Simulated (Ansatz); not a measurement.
Basis-set extrapolation for CH9NSi3, SMILES `N[SiH]1C[SiH2][SiH2]1` (PBE0-D4/def2-TZVP geometry, frozen core, Ansatz). Multiplicity 1, RHF reference.

```
                      def2-TZVPP   def2-QZVPP
                 HF  -964.446327  -964.477563
    MP2 correlation    -0.757087    -0.810788
CCSD(T) correlation    -0.857681      not run
```

Energies in hartree. Use E(X) = E(∞) + A·exp(−7.88·√X) for Hartree–Fock and E(X) = E(∞) + B·X^(−2.97) for correlation, with X = 3 and 4, and add CCSD(T) minus MP2 of the smaller set to the MP2 limit.

Problem. What is the CCSD(T) energy at the basis-set limit?

Solution. HF limit: -964.477563 + (-0.031236) × 0.13774 = -964.48187. MP2 limit: -0.810788 + (-0.053701) × 0.74074 = -0.85057. Higher-order term: -0.857681 − (-0.757087) = -0.10059. Total: -965.43303 hartree, 338.7 kJ/mol below CCSD(T)/def2-TZVPP.
